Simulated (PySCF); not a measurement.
C2H6BO2, SMILES CO[B]OC, multiplicity 2. Atoms are numbered in the order given.

```xyz
11

C      1.9487     0.5310     0.3502
O      1.3198    -0.6478    -0.1390
B     -0.0115    -0.7485    -0.2867
O     -0.8713     0.2504     0.0229
C     -2.2744     0.1428    -0.1181
H      1.2145     1.2229     0.7902
H      2.6887     0.2438     1.1122
H      2.4723     1.0363    -0.4768
H     -2.7515     0.2967     0.8627
H     -2.6314     0.9236    -0.8081
H     -2.5679    -0.8442    -0.5096
```
Charge 0, spin multiplicity 2.

Coordinates come from a ωB97X-D3(BJ)/def2-SVP optimisation. The isomer is the one that the SMILES or the coordinates give; other isomers of the formula were not compared. One conformer was computed; it need not be the lowest.

Method: PBE0/pcH-1 in PySCF.

Unrestricted Kohn–Sham, ⟨S²⟩ = 0.753. Hyperfine tensors hold the contact and dipolar terms, without spin-orbit corrections.

Computed hyperfine couplings:
```tsv
nucleus	A(iso) (MHz)	A(iso) (G)	dipolar principal values (MHz)
13C no. 1	28.0	10.0	-4.6, -4.2, 8.8
17O no. 2	-153.6	-54.8	-8.3, -0.1, 8.5
11B no. 3	619.6	221.1	-35.6, -28.2, 63.8
17O no. 4	-21.5	-7.7	-29.5, 11.0, 18.6
13C no. 5	24.7	8.8	-1.7, -1.5, 3.2
1H no. 6	-2.9	-1.0	-3.8, -0.3, 4.1
1H no. 7	-4.1	-1.5	-2.9, -1.2, 4.1
1H no. 8	-5.0	-1.8	-3.0, -1.1, 4.0
1H no. 9	-2.1	-0.7	-2.5, -2.1, 4.6
1H no. 10	-2.0	-0.7	-2.5, -2.0, 4.6
1H no. 11	-2.4	-0.8	-5.7, -3.8, 9.5
```
